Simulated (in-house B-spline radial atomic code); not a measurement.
Successive ionisation energies of nickel; each step leads to the configuration of the next row (after the last: bare). NIST's values go from ground level to ground level; the uncertainty of those that are theory runs from under 0.1 % in few-electron ions to several per cent in heavy many-electron ones. Computed with a radial B-spline atomic code at the basis-set limit: non-relativistic Hartree-Fock, average of the configuration, point nuclei.

```csv
ion,configuration,ionisation energy (eV),tabulated value (eV),tabulated kind,computed minus tabulated (eV),highest orbital,largest mean radius (bohr)
Ni20+,[He] 2s2 2p4,1759.1,1758,semi-empirical,1,2p,0.23729
Ni21+,[He] 2s2 2p3,1873.2,1880,semi-empirical,-7,2p,0.23455
Ni22+,[He] 2s2 2p2,1990.1,2008.1,semi-empirical,-18,2p,0.23187
Ni23+,[He] 2s2 2p1,?,?,semi-empirical,?,?,?
Ni24+,[He] 2s2,2261.4,2295.6,semi-empirical,-34,2s,0.22668
Ni25+,[He] 2s1,2370.3,2399.259,tabulated theory,-29,2s,0.22431
Ni26+,1s2,?,?,tabulated theory,?,?,?
Ni27+,1s1,10666.9,10775.4,tabulated theory,-109,1s,0.053571
```

(1) Fill in the row of Ni23+.

(2) Fill in the row of Ni26+.

(3) Where is the largest jump?

(4) How far is this level of theory from the measured and semi-empirical values?

## Answers

(1) ionisation energy (eV): 2109.9; tabulated value (eV): 2130.5; computed minus tabulated (eV): -21; highest orbital: 2p; largest mean radius (bohr): 0.22925.

(2) ionisation energy (eV): 10193.7; tabulated value (eV): 10288.89; computed minus tabulated (eV): -95; highest orbital: 1s; largest mean radius (bohr): 0.054299.

(3) From Ni25+ to Ni26+, by a factor of 4.30 (2370.3 to 10194 eV); the highest orbital goes from 2s to 1s.

(4) Over those 5 rows the differences run from -34.2 to +1.14 eV (mean absolute value 16 eV). The calculation leaves out relativity, correlation and, in open shells, the multiplet splittings that an average leaves out.
